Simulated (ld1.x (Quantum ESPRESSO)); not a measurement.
**palladium: one change to an RRKJ potential, before and after**

Pd, norm-conserving RRKJ (Kleinman–Bylander form), made with ld1.x (Quantum ESPRESSO) 7.5 (LDA (PZ), scalar-relativistic). Core [Ar] 3d10, reference 4s2 4p6 4d10 5s0 5p0. Waves: 4s (bound): rc 1.40 bohr; 4p (bound): rc 1.10 bohr; 4d (bound): rc 1.50 bohr. Local part: all-electron potential smoothed inside 1.20 bohr (lloc = -1). Core correction: a·sin(br)/r model core inside 0.55 bohr. rho0 = 0.02.

All-electron outer shells of the reference configuration (LDA (PZ), scalar-relativistic, ld1.x):

```tsv
shell	level (eV)	outermost node (bohr)	outermost maximum (bohr)
3p	-515.83	0.15	0.34
3d	-325.96	–	0.28
4s	-85.44	0.45	0.85
4p	-51.36	0.46	0.91
4d	-4.31	0.45	1.10
5s	-3.62	1.15	2.64
5p	-0.36	1.31	4.09
```

Change: all radii but the core radius scaled by about 1.10 (s 1.54, p 1.22, d 1.66 bohr); local potential all-electron potential smoothed inside 1.32 bohr (lloc = -1).

Cutoffs: the cutoffs (Ry, on a coarse ladder) from which the occupation-weighted sum of valence levels, in a spherical-Bessel basis at the reference potential, stays within 10 and 1 mRy of its value at 400 Ry; they do not see the model core or the augmentation charge, which bear on the density cutoff. Errors are all-electron minus pseudo energies relative to the spin-unpolarised reference configuration.

Q: Predict the effect on cutoff, ghosts and configuration errors.

A: The potential gets softer (120 Ry and 180 Ry → 100 Ry and 160 Ry); of the 9 tests that both files solve, the error grows in 3 and shrinks in 3 by more than 15 % and 0.3 meV (median size 11.0 → 4.6 meV); neither file shows a bound ghost. A larger radius leaves more room for a smooth pseudo-wave, so fewer plane waves are needed.

| quantity | base | changed |
| --- | --- | --- |
| cutoff, loose | 120 Ry | 100 Ry |
| cutoff, tight | 180 Ry | 160 Ry |
| loose cutoff by channel (10 mRy a level) | s 60 Ry, p 100 Ry, d 50 Ry | s 60 Ry, p 80 Ry, d 45 Ry |
| bound ghosts | none | none |
| error for 4s2 4p6 4d9 5s0 5p0, meV [ΔE 9.39 eV] | +0.2 | -0.4 |
| error for 4s2 4p6 4d8 5s0 5p0, meV [ΔE 30.47 eV] | +0.3 | -2.6 |
| error for 4s2 4p6 4d7 5s0 5p0, meV [ΔE 65.06 eV] | +5.5 | -0.2 |
| error for 4s2 4p6 4d9 5s0 5p1, meV [ΔE 5.32 eV] | +11 | +3.0 |
| error for 4s2 4p6 4d9 5s1 5p0, meV [ΔE 1.44 eV] | +242 | +40 |
| error for 4s1 4p6 4d10 5s0 5p0, meV [ΔE 91.69 eV] | -82 | -104 |
| error for 4s2 4p5 4d10 5s0 5p0, meV [ΔE 57.34 eV] | -37 | -57 |
| error for 4s2 4p6 4d9 5s0 5p0 (spin-polarised), meV [ΔE 9.24 eV] | +4.4 | +4.6 |
| error for 4s2 4p6 4d8 5s0 5p0 (spin-polarised), meV [ΔE 29.83 eV] | +20 | +21 |
